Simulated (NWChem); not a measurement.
System: CH3FO2Si; SMILES O=CO[SiH2]F

Excerpt of the output:

```
             Northwest Computational Chemistry Package (NWChem) 7.3.0
             --------------------------------------------------------

 CS  symmetry detected

                             Geometry "geometry" -> ""
                             -------------------------

 Output coordinates in angstroms (scale by  1.889725989 to convert to a.u.)

  No.       Tag          Charge          X              Y              Z
 ---- ---------------- ---------- -------------- -------------- --------------
    1 O                    8.0000     0.58969554     2.04712890     0.00000000
    2 C                    6.0000    -0.53976303     1.63839865     0.00000000
    3 O                    8.0000    -0.84908233     0.34707132     0.00000000
    4 Si                  14.0000     0.47073856    -0.74300268     0.00000000
    5 F                    9.0000    -0.25780016    -2.18288370     0.00000000
    6 H                    1.0000    -1.44383264     2.28093308     0.00000000
    7 H                    1.0000     1.24368335    -0.60846797    -1.25313000
    8 H                    1.0000     1.24368335    -0.60846797     1.25313000

 Effective nuclear repulsion energy (a.u.)     233.2662217051

      Symmetry information
      --------------------

 Group name             Cs
 Group number              2
 Group order               2
 No. of unique centers     7

                                 NWChem DFT Module
                                 -----------------

 Summary of "ao basis" -> "ao basis" (spherical)
 ------------------------------------------------------------------------------
       Tag                 Description            Shells   Functions and Types
 ---------------- ------------------------------  ------  ---------------------
 O                         def2-tzvp                11       31   5s3p2d1f
 C                         def2-tzvp                11       31   5s3p2d1f
 Si                        def2-tzvp                13       37   5s5p2d1f
 F                         def2-tzvp                11       31   5s3p2d1f
 H                         def2-tzvp                 4        6   3s1p

      Symmetry analysis of basis
      --------------------------

        a'        120
        a"         59

            General Information
            -------------------
          SCF calculation type: DFT
          Wavefunction type:  closed shell.
          No. of atoms     :     8
          No. of electrons :    48
           Alpha electrons :    24
            Beta electrons :    24
          Charge           :     0
          Spin multiplicity:     1
          Use of symmetry is: on ; symmetry adaption is: on
          Maximum number of iterations: 150
          AO basis - number of functions:   179
                     number of shells:    69
          Convergence on energy requested:  1.00D-06
          Convergence on density requested:  1.00D-05
          Convergence on gradient requested:  5.00D-04

              XC Information
              --------------
                       PW6B95 Method XC Functional
                     Hartree-Fock (Exact) Exchange  0.280
                    PW6B95 GGA Exchange Functional  0.720
                      PW6B95 Correlation Potential  1.000

             Grid Information
             ----------------
          Grid used for XC integration:  medium
          Radial quadrature: Mura-Knowles
          Angular quadrature: Lebedev.
          Tag              B.-S. Rad. Rad. Pts. Rad. Cut. Ang. Pts.
          ---              ---------- --------- --------- ---------
          O                   0.60       49          10.0       434
          C                   0.70       49          10.0       434
          Si                  1.10       88          11.0       590
          F                   0.50       49          12.0       434
          H                   0.35       45          11.0       434
          Grid pruning is: on
          Number of quadrature shells:   374
          Spatial weights used:  Erf1

      Superposition of Atomic Density Guess
      -------------------------------------

 Sum of atomic energies:        -576.99285917

      Non-variational initial energy
      ------------------------------

 Total energy =    -578.660011
 1-e energy   =   -1261.904231
 2-e energy   =     449.977998
 HOMO         =      -0.403088
 LUMO         =       0.016693

      Symmetry analysis of molecular orbitals - initial
      -------------------------------------------------

  Numbering of irreducible representations:

     1 a'          2 a"

  Orbital symmetries:

     1 a'          2 a'          3 a'          4 a'          5 a'
     6 a'          7 a'          8 a"          9 a'         10 a'
    11 a'         12 a'         13 a'         14 a'         15 a'
    16 a"         17 a'         18 a'         19 a"         20 a'
    21 a"         22 a'         23 a'         24 a"         25 a"
    26 a'         27 a'         28 a'         29 a'         30 a"
    31 a'         32 a'         33 a"         34 a'

------------------------------------------------------------
EAF file 0: "./job.aoints.0" size=256376832 bytes
------------------------------------------------------------
               write      read    awrite     aread      wait
               -----      ----    ------     -----      ----
     calls:      489         0         0         0         0
   data(b): 2.56e+08  0.00e+00  0.00e+00  0.00e+00
   time(s): 0.00e+00  0.00e+00  0.00e+00  0.00e+00  0.00e+00
rate(mb/s): 0.00e+00  0.00e+00
------------------------------------------------------------

     ---------------------------------------------
      Total Density - Mulliken Population Analysis
     ---------------------------------------------

    Atom       Charge   Shell Charges
 -----------   ------   -------------------------------------------------------
    1 O    8     8.75   0.79  1.18  0.61  0.95  0.29  2.01  2.10  0.78  0.00  0.02  0.00
    2 C    6     5.18   0.86  1.12  0.52  0.56  0.10  0.89  0.78  0.15  0.05  0.12  0.02
    3 O    8     8.58   0.79  1.18  0.59  0.96  0.22  1.96  2.16  0.70  0.00  0.02  0.00
    4 Si  14    12.97   2.00  0.59  1.39  0.80  0.41  4.10  1.74  0.46  0.88  0.23  0.16  0.14  0.06
    5 F    9     9.53   0.77  1.20  0.61  1.01  0.31  2.37  2.36  0.88  0.00  0.01  0.00
    6 H    1     0.88   0.24  0.46  0.17  0.02
    7 H    1     1.05   0.23  0.54  0.28  0.01
    8 H    1     1.05   0.23  0.54  0.28  0.01

   convergence    iter        energy       DeltaE   RMS-Dens  Diis-err
 ---------------- ----- ----------------- --------- --------- ---------
 d= 0,ls=0.0,diis     1   -580.3582160665 -8.14D+02  6.56D-03  1.63D+00
 d= 0,ls=0.0,diis     2   -580.1637353002  1.94D-01  4.06D-03  4.02D+00
 d= 0,ls=0.0,diis     3   -580.5050113126 -3.41D-01  1.28D-03  1.51D-01
 d= 0,ls=0.0,diis     4   -580.5101872397 -5.18D-03  5.88D-04  9.51D-02
 d= 0,ls=0.0,diis     5   -580.5181556881 -7.97D-03  1.06D-04  1.13D-03
  Resetting Diis
 d= 0,ls=0.0,diis     6   -580.5182544218 -9.87D-05  2.15D-05  4.67D-05
 d= 0,ls=0.0,diis     7   -580.5182591065 -4.68D-06  1.05D-05  2.96D-06
 d= 0,ls=0.0,diis     8   -580.5182590406  6.59D-08  5.39D-06  4.05D-06

         Total DFT energy =     -580.518259040596
      One electron energy =    -1264.972215850605
           Coulomb energy =      507.035004534313
    Exchange-Corr. energy =      -55.847269429432
 Nuclear repulsion energy =      233.266221705128

 Numeric. integr. density =       48.000000680645

                  Occupations of the irreducible representations
                  ----------------------------------------------

                     irrep           alpha         beta
                     --------     --------     --------
                     a'               19.0         19.0
                     a"                5.0          5.0

                       DFT Final Molecular Orbital Analysis
                       ------------------------------------

 Vector   22  Occ=2.000000D+00  E=-3.882619D-01  Symmetry=a"
              MO Center=  4.2D-01,  2.2D-01,  1.4D-14, r^2= 3.6D+00
   Bfn.  Coefficient  Atom+Function         Bfn.  Coefficient  Atom+Function
  ----- ------------  ---------------      ----- ------------  ---------------
     8      0.253317  1 O  pz                11      0.210647  1 O  pz
   110     -0.210398  4 Si pz               138      0.181852  5 F  pz
    70     -0.166876  3 O  pz               169      0.151045  7 H  s
   175     -0.151045  8 H  s                141      0.147064  5 F  pz
    73     -0.142854  3 O  pz                14      0.129910  1 O  pz

 Vector   23  Occ=2.000000D+00  E=-3.605652D-01  Symmetry=a"
              MO Center=  3.2D-01,  2.5D-01, -6.3D-15, r^2= 3.2D+00
   Bfn.  Coefficient  Atom+Function         Bfn.  Coefficient  Atom+Function
  ----- ------------  ---------------      ----- ------------  ---------------
    70      0.287596  3 O  pz                73      0.247430  3 O  pz
     8     -0.220900  1 O  pz                11     -0.182213  1 O  pz
    76      0.173645  3 O  pz               110     -0.170128  4 Si pz
   169      0.153507  7 H  s                175     -0.153507  8 H  s
   170      0.134672  7 H  s                176     -0.134672  8 H  s

 Vector   24  Occ=2.000000D+00  E=-3.312922D-01  Symmetry=a'
              MO Center=  2.0D-01,  1.8D+00, -3.0D-15, r^2= 1.7D+00
   Bfn.  Coefficient  Atom+Function         Bfn.  Coefficient  Atom+Function
  ----- ------------  ---------------      ----- ------------  ---------------
     7      0.404082  1 O  py                10      0.336945  1 O  py
    13      0.241699  1 O  py                69      0.149749  3 O  py
     6     -0.148645  1 O  px               163     -0.135683  6 H  s
    72      0.130398  3 O  py                 9     -0.119905  1 O  px
   164     -0.119690  6 H  s                 68      0.094130  3 O  px

 Vector   25  Occ=0.000000D+00  E=-1.902151D-02  Symmetry=a"
              MO Center= -3.3D-01,  1.6D+00, -1.3D-15, r^2= 2.0D+00
   Bfn.  Coefficient  Atom+Function         Bfn.  Coefficient  Atom+Function
  ----- ------------  ---------------      ----- ------------  ---------------
    45      0.519965  2 C  pz                42      0.401013  2 C  pz
    14     -0.382505  1 O  pz                39      0.379064  2 C  pz
     8     -0.286773  1 O  pz                11     -0.228918  1 O  pz
   113     -0.203859  4 Si pz                76     -0.185488  3 O  pz
    70     -0.158270  3 O  pz               170     -0.149978  7 H  s

 Vector   26  Occ=0.000000D+00  E= 1.236982D-02  Symmetry=a'
              MO Center=  9.0D-01, -9.4D-01, -1.0D-14, r^2= 3.9D+00
   Bfn.  Coefficient  Atom+Function         Bfn.  Coefficient  Atom+Function
  ----- ------------  ---------------      ----- ------------  ---------------
   112      1.147625  4 Si py                98      0.408106  4 Si s
   109      0.310873  4 Si py                44      0.290209  2 C  py
   135      0.255606  5 F  s                 36     -0.253685  2 C  s
    67     -0.214894  3 O  s                  5     -0.207142  1 O  s
   111     -0.183281  4 Si px                74     -0.154984  3 O  px

 Vector   27  Occ=0.000000D+00  E= 1.871469D-02  Symmetry=a'
              MO Center=  3.9D-01, -6.9D-01, -1.1D-13, r^2= 4.4D+00
   Bfn.  Coefficient  Atom+Function         Bfn.  Coefficient  Atom+Function
  ----- ------------  ---------------      ----- ------------  ---------------
   111      1.142623  4 Si px               170     -0.567546  7 H  s
   176     -0.567546  8 H  s                 67      0.517235  3 O  s
    36     -0.456765  2 C  s                 98      0.371791  4 Si s
   108      0.278656  4 Si px               135      0.210311  5 F  s
   121     -0.166917  4 Si d  0              75     -0.162465  3 O  py

------------------------------------------------------------
EAF file 0: "./job.aoints.0" size=365953024 bytes
------------------------------------------------------------
               write      read    awrite     aread      wait
               -----      ----    ------     -----      ----
     calls:      698         7         0      4879      4879
   data(b): 3.66e+08  3.67e+06  0.00e+00  2.56e+09
   time(s): 0.00e+00  0.00e+00  0.00e+00  0.00e+00  0.00e+00
rate(mb/s): 0.00e+00  0.00e+00
------------------------------------------------------------

     ---------------------------------------------
      Total Density - Mulliken Population Analysis
     ---------------------------------------------

    Atom       Charge   Shell Charges
 -----------   ------   -------------------------------------------------------
    1 O    8     8.32   0.79  1.18  0.61  0.90  0.35  1.89  1.80  0.76  0.00  0.03  0.00
    2 C    6     5.74   0.86  1.11  0.55  0.53  0.06  1.24  0.94  0.18  0.06  0.17  0.02
    3 O    8     8.31   0.79  1.18  0.58  0.93  0.25  1.92  1.96  0.67  0.00  0.02  0.00
    4 Si  14    13.37   2.00  0.57  1.39  0.88  0.29  4.14  1.68  0.59  1.07  0.17  0.25  0.25  0.09
    5 F    9     9.32   0.77  1.20  0.61  0.98  0.35  2.29  2.15  0.96  0.00  0.01  0.00
    6 H    1     0.89   0.27  0.47  0.12  0.02
    7 H    1     1.03   0.25  0.53  0.24  0.01
    8 H    1     1.03   0.25  0.53  0.24  0.01

     -------------------------------------------
      Total Density - Lowdin Population Analysis
     -------------------------------------------

    Atom       Charge   Shell Charges
 -----------   ------   -------------------------------------------------------
    1 O    8     7.90   0.88  1.08  0.53  0.58  0.34  1.73  1.82  0.86  0.00  0.07  0.01
    2 C    6     6.46   0.91  1.03  0.38  0.32  0.18  1.07  1.13  0.46  0.09  0.74  0.14
    3 O    8     7.86   0.87  1.08  0.52  0.54  0.28  1.76  1.86  0.87  0.00  0.07  0.00
    4 Si  14    13.81   2.00  0.83  1.09  0.51  0.31  3.85  1.87  0.68  0.98  0.44  0.27  0.66  0.32
    5 F    9     9.01   0.86  1.10  0.60  0.71  0.39  2.15  2.15  1.03  0.00  0.01  0.00
    6 H    1     0.88   0.26  0.40  0.17  0.06
    7 H    1     1.04   0.25  0.47  0.29  0.02
    8 H    1     1.04   0.25  0.47  0.29  0.02

     Multipole analysis of the density
     ---------------------------------

     L   x y z        total         alpha         beta         nuclear
     -   - - -        -----         -----         ----         -------
     0   0 0 0     -0.000000    -24.000000    -24.000000     48.000000

     1   1 0 0     -0.198924     -0.099462     -0.099462      0.000000
     1   0 1 0      0.104181      0.052091      0.052091     -0.000000
     1   0 0 1     -0.000000     -0.000000     -0.000000      0.000000

     2   2 0 0    -25.809320    -47.144279    -47.144279     68.479238
     2   1 1 0     -4.923850      2.260514      2.260514     -9.444878
     2   1 0 1     -0.000000     -0.000000     -0.000000      0.000000
     2   0 2 0    -29.523986   -206.085973   -206.085973    382.647960
     2   0 1 1      0.000000      0.000000      0.000000      0.000000
     2   0 0 2    -25.268596    -18.242064    -18.242064     11.215533
```

Level: PW6B95/def2-TZVP. All runs use the structure optimised with PBE0/def2-SVP.

Problem. Reconstruct the input file.

Solution. This is not unique; one that fits is the input that was run:
```
start job
memory heap 200 mb stack 900 mb global 1100 mb
geometry units angstroms noautoz
  O      0.560421     2.004974     0.000000
  C     -0.565048     1.585383     0.000000
  O     -0.861914     0.291136     0.000000
  Si     0.468346    -0.786174     0.000000
  F     -0.246289    -2.233006     0.000000
  H     -1.475265     2.219179     0.000000
  H      1.239959    -0.644200    -1.253130
  H      1.239959    -0.644200     1.253130
end
basis spherical
  * library def2-tzvp
end
dft
  xc pw6b95
  iterations 150
  semidirect filesize 400000000
  mulliken
end
task dft energy
```
